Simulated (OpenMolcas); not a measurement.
Ti3+ (d1) in a complex was computed by SS-CASPT2, IPEA 0.25 Eh, sigma2 regulariser 0.3 Eh with the d shell active (OpenMolcas, ANO-RCC-VTZP on the metal). Its lowest spin-free states, and all those of the highest spin:

| 2S+1 | Degeneracy | E (cm-1) |
| --- | --- | --- |
| 2 | 1 | 0 |
| 2 | 2 | 3380 |
| 2 | 2 | 13830 |

Q: Is the site octahedral, tetrahedral or cube-like, axial, or of lower symmetry?

A: The states with 2S+1 = 2 have orbital degeneracies 1, 2, 2. There are pairs but no triples, so the site is axial: not cubic, but with a proper or improper axis of order three or more. The run had Ti3+ with 3 ligands (chloride) in trigonal planar coordination (D3h) at 2.23 Å. Ligand basis ANO-RCC-VDZP.

Ligand-to-metal charge-transfer states are missing. No measured value stands beside these numbers; the geometry is a model, was not optimised and need not be the one that this ion takes.
